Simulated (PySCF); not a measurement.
# Ionisation energy of Pb by level of theory

Pb [Xe] 4f14 5d10 6s2 6p2 (3P) → Pb⁺ [Xe] 4f14 5d10 6s2 6p1 (2P), as a difference of total energies. Computed with PySCF 2.14 in aug-cc-pVQZ-DK3 (10s9p7d4f2g, 118 functions), with the spin-free X2C one-electron Hamiltonian (Gaussian nucleus). Correlated levels: valence: [Xe] 4f14 5d10 frozen. The calculations carry no spin-orbit coupling.

```csv
method,ionisation energy (eV),difference from reference (eV)
UHF,6.575,-0.842
MP2 (valence),6.864,-0.553
SCS-MP2 (valence),6.800,-0.617
CCSD (valence),6.892,-0.525
CCSD(T) (valence),6.913,-0.504
```

Reference: 7.417 eV (measured; NIST Atomic Spectra Database, ionization energies).

Spin-orbit coupling is strong in these open shells (close to jj coupling). The scalar numbers leave it out and a first-order estimate fails, so it can dominate the gap to the real levels.

Errors of the correlated levels include the incompleteness of this basis and the frozen core.
